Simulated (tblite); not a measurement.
C2H7OP2Si2 (doublet state).
Cartesian coordinates in Å at the GFN2-xTB level; atoms count from 1:
```xyz
14
C2H7OP2Si2 angstrom
C      2.4707    0.8832    0.1096
C      1.2252    0.5177   -0.2245
O      0.3765    0.8434   -1.0601
Si     0.4641   -1.0304    0.7737
P     -0.9665    0.1556    2.0951
Si    -2.1940    0.1464    0.1741
P     -0.9746   -1.4506   -0.9011
H      2.9564    0.5070    0.9885
H      3.0602    1.4676   -0.5778
H      1.3299   -1.9770    1.4818
H     -0.3760    1.3986    1.9585
H     -3.5294   -0.3502    0.5223
H     -2.2409    1.4118   -0.5414
H     -1.6023   -2.5236   -0.2608
```

Level: GFN2-xTB in tblite, geometry and Hessian alike; calculated harmonic values, unscaled, isolated species. Errors from tens to a few hundred cm⁻¹ against measured bands are possible. Modes of hydrogen on phosphorus and silicon can be 10 to 20 % off. One conformer, not necessarily the lowest. Open shells enter through the occupations alone, without spin polarisation, and single modes of such species can be off by tens of per cent.

Harmonic wavenumbers (cm⁻¹): 53.6, 74.1, 95.9, 122.6, 185.2, 265.2, 365.0, 375.6, 406.5, 410.3, 414.7, 422.4, 431.4, 455.9, 474.1, 480.6, 503.5, 561.6, 588.0, 630.4, 663.3, 688.1, 717.6, 721.8, 737.9, 974.0, 1132.7, 1402.1, 1702.2, 2210.8, 2214.9, 2220.2, 2321.7, 2330.1, 3083.9, 3153.8.

A = 1648, B = 1164, C = 962.1 MHz; mass 164.951 u (most abundant isotopes); point group C1, symmetry number 1; spin multiplicity 2.

What is the zero-point energy?

Half the sum of the wavenumbers: 16796 cm⁻¹ = 200.92 kJ/mol.

Entropy at 400 K, 1 bar (ideal gas, RRHO, classical rotation)?

Translation 178.64, rotation 127.28, vibration 180.39, spin (R ln 2) 5.76: S = 492.1 J/(mol K).

And Cp and H(400 K) − H(0)?

Cp = 207.89 J/(mol K), of which vibrations give 174.63 (their classical limit is 36 R = 299.3); H(400 K) − H(0) = 51.59 kJ/mol without the zero-point energy, 38.29 from vibrations.

Blend soft modes into free rotors: weight 1/[1 + (100 cm⁻¹/ν̃)⁴] for the oscillator and the rest for a rotor with moment μB/(μ + B), μ = h/(8π²ν), B = 10⁻⁴⁴ kg m². What vibrational entropy results?

167.82 J/(mol K) in place of 180.39, which changes −T·S at 400 K by +5.03 kJ/mol.

How do the functions run with temperature in this model?

| T (K) | S (J/(mol K)) | Cp (J/(mol K)) | H − H(0) (kJ/mol) | G − H(0) (kJ/mol) | ln q(vib) |
| --- | --- | --- | --- | --- | --- |
| 50 | 255.0 | 55.1 | 2.09 | -10.66 | 0.47 |
| 100 | 300.0 | 78.1 | 5.40 | -24.60 | 1.64 |
| 298.15 | 435.1 | 179.3 | 31.78 | -97.95 | 7.20 |
| 373.15 | 477.8 | 201.5 | 46.10 | -132.21 | 9.40 |
| 500 | 540.7 | 227.4 | 73.41 | -196.92 | 12.99 |
| 750 | 639.5 | 259.7 | 134.63 | -345.01 | 19.32 |
| 1000 | 717.3 | 280.4 | 202.31 | -514.94 | 24.78 |

q(vib) and H(0) count from the zero-point level.

Hindered rotation and anharmonicity are outside this model. Other conformers, if any are populated, would add a mixing term that is left out. The structure is chiral; the term R ln 2 for an equal mix with its mirror image is left out.
